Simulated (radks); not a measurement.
Spin polarisation of the 3p3 shell in Ar3+. Start: [Ne] 3s2 3p(up 1.5, down 1.5); electrons of 3p are moved from spin down to spin up, other shells keep equal spins. Calculated with a radial shooting solver on a logarithmic mesh with Libxc functionals: non-relativistic Kohn-Sham, BLYP, spin-polarised, spherical densities, point nucleus.

moment (Bohr magnetons)  E - E(0) (eV)  e(3p up) (eV)  e(3p down) (eV)  3s down minus up (eV)  2p down minus up (eV)
0                                0.000        -49.794          -49.794                  0.000                  0.000
0.75                            -0.200        -50.292          -49.227                  1.120                  0.244
1.5                             -0.795        -50.707          -48.610                  2.209                  0.488
2.25                            -1.766        -51.038          -47.965                  3.244                  0.731
3                               -3.091        -51.290          -47.308                  4.216                  0.973

At moment 3 the spin-polarisation energy is -3.091 eV and the 3p exchange splitting 3.981 eV, that is 1.327 eV per Bohr magneton; E = -I m^2/4 would give I = 1.374 eV.
